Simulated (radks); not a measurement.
Effect of the nuclear size on the niobium ion Nb+, [Kr] 4d4. Calculated with a radial shooting solver on a logarithmic mesh with Libxc functionals: Dirac Kohn-Sham, PBE, spin-unpolarised, spherical densities, finite nucleus; open shells fill j = l - 1/2 first; Fermi nuclear charge, rms radius 4.324 fm. The rms radius is varied about that value; shifts are against it.

rms radius (fm)  total energy shift (eV)  density at nucleus (e/bohr^3)  1s1/2 shift (meV)  2s1/2 shift (meV)  4s1/2 shift (meV)  5s1/2 (empty) shift (meV)
3.5932                            -0.393                      8.408e+04               -166              -17.7             -0.495                     -0.056
4.0646                            -0.147                      8.302e+04              -62.2              -6.61             -0.185                     -0.021
4.324                                  0                      8.249e+04              0.000              0.000              0.000                      0.000
4.6007                             0.166                      8.196e+04               70.2               7.45              0.209                      0.024
5.085                              0.479                      8.112e+04                202               21.5              0.602                      0.068

Slopes of the eigenvalues against <r^2> in GHz/fm^2, as finite differences over the two radii next to the reference (eigenvalue slopes, not the field-shift constants of lines): 1s1/2 6890, 2s1/2 732, 4s1/2 20.5, 5s1/2 (empty) 2.34.
